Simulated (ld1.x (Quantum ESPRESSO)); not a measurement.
**u(r) = r·R(r): atom against pseudo-atom (B)**

Columns: radius, all-electron u(r) and pseudo u(r) of the 2p shell (level -3.73 eV) of boron in the configuration [He] 2s1.75 2p1.25; PBE, scalar-relativistic, RRKJ scheme, ld1.x (Quantum ESPRESSO) 7.5.

```tsv
r (bohr)	all-electron	pseudo
0.182	0.0753	0.0200
0.365	0.2085	0.0780
0.548	0.3364	0.1663
0.730	0.4401	0.2731
0.912	0.5191	0.3860
1.095	0.5757	0.4927
1.277	0.6104	0.5815
1.460	0.6268	0.6458
1.642	0.6284	0.6815
1.825	0.6188	0.6901
2.007	0.6012	0.6753
2.190	0.5777	0.6433
2.372	0.5505	0.6014
2.555	0.5209	0.5554
2.738	0.4903	0.5103
2.920	0.4595	0.4692
3.102	0.4292	0.4328
3.285	0.3995	0.4004
3.468	0.3710	0.3711
3.650	0.3440	0.3440
3.832	0.3185	0.3185
4.015	0.2943	0.2943
4.198	0.2716	0.2716
4.380	0.2504	0.2504
4.562	0.2307	0.2307
4.745	0.2123	0.2123
```

(1) How many radial nodes do the two functions have?

(2) At about which radius was the pseudo-wave matched?

(3) Where does each function peak?

(4) Is the pseudo-wave norm-conserving?

Answers

(1) The all-electron 2p function has n − l − 1 = 0; the pseudo-wave has 0.

(2) 3.65 bohr, where the columns begin to agree (steps of 0.18 bohr).

(3) Outermost all-electron maximum near 1.64 bohr, pseudo maximum near 1.82 bohr (to the table’s step).

(4) Yes: the RRKJ scheme keeps the norm inside the radius equal to the all-electron one, which fixes the energy derivative of the logarithmic derivative at the level.
